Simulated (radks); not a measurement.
Values are calculated unless marked as measured or tabulated.
Task: The mean radii <r> (bohr) of the occupied orbitals of an atom or ion are listed with their occupations. Level of theory: scalar-relativistic Kohn-Sham, LDA (Slater exchange, Perdew-Wang correlation), spin-polarised, spherical densities, point nucleus (a radial shooting solver on a logarithmic mesh with Libxc functionals).

orbital  occ.      <r>
1s          2  0.01659
2s          2  0.06995
2p          6  0.06330
3s          2   0.1808
3p          6   0.1822
3d         10   0.1651
4s          2   0.3994
4p          6   0.4258
4d         10   0.4492
5s          2   0.9006
4f         14   0.4826
5p          6    1.038
5d         10    1.443

Name the element and its charge. Open shells, if any, are filled with parallel spins first.

Result: Z = 80, mercury, charge +2: Hg2+ in [Xe] 4f14 5d10. The 1s radius gives Z: for a bare nucleus <r> = (2 gamma + 1)/(2Z) with gamma = sqrt(1 - (Z/c)^2), 0.0164 bohr for Z = 80, and screening makes it slightly larger (0.01659 here). The occupations add up to 78, and the charge is Z minus that.
